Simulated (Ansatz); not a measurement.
Species: GaH$_{2}$F, charge 0, singlet. GaH2F (SMILES [GaH2][F]).
B3LYP-D3(BJ)/def2-TZVP minimum from Ansatz (a first-principles code):
```
Ga
F 1 1.7702
H 1 1.5562 2 113.61
H 1 1.5562 3 132.78 2 -180.00
```

Total energies in cc-pVQZ, 12 correlated electrons, 15 frozen orbitals. Radicals and triplets start from unrestricted determinants; spin-orbit coupling is neglected. Correlated methods leave the cores frozen (noble-gas shells, and filled d and f shells in the p block). No relativity.

| method | program | energy (Eh) | minus CCSDT(Q) (mEh) |
|---|---|---|---|
| HF | Ansatz | -2023.96978 | 392.52 |
| MP2 | Ansatz | -2024.34126 | 21.04 |
| CCSD | Ansatz | -2024.35055 | 11.75 |
| CCSD(T) | Ansatz | -2024.36167 | 0.63 |
| CCSDT(Q) | Ansatz | -2024.36230 | 0.00 |

Rough core times of Ansatz's runs on a shared machine: CCSD(T) under 20 s, CCSDT(Q) 30 min.
